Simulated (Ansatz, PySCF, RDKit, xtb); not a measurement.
Noncovalent pair: H2S (SMILES S) (first 3 atoms) with HI (SMILES I); geometry from B3LYP-D3(BJ)/def2-TZVP, rigid monomers moved along the line of their centres of mass till S1···H5 is 3.47 Å.
(charge 0, multiplicity 1):
```xyz
5

S     -0.0946     0.0723     0.1021
H      0.0562     1.4018     0.2197
H     -1.3905     0.1264     0.4512
I      1.0045    -0.2777     5.0701
H      0.7268    -0.2536     3.4606
```

Interaction energies are E(AB) − E(A) − E(B) at the monomers' geometry in the complex; basis-set methods are counterpoise corrected. RDKit's UFF carries no charges.

Cores are frozen in the correlated methods. Filled d and f shells under p-block atoms count as core.

The values were computed with Ansatz (a first-principles code); PySCF for the dispersion terms; RDKit for the force fields; xtb for the GFN methods.  In def2 rows elements past Kr take small-core potentials, without spin–orbit coupling.

| level | interaction energy (kcal/mol) |
|---|---|
| UFF | -0.37 |
| GFN-FF | -0.68 |
| HF/def2-TZVPPD | -0.66 |
| HF/def2-QZVPPD | -0.63 |
| PBE/def2-TZVPPD | -1.22 |
| r2SCAN-D3(BJ)/def2-TZVPPD | -1.34 |
| B3LYP/def2-TZVPPD | (withheld) |
| SCS-MP2/def2-TZVPPD | (withheld) |
| CCSD(T)/def2-QZVPPD | -1.22 |

Problem. Fill in the missing entries.

Solution. 
- B3LYP/def2-TZVPPD, interaction energy (kcal/mol): -0.75
- SCS-MP2/def2-TZVPPD, interaction energy (kcal/mol): -1.11
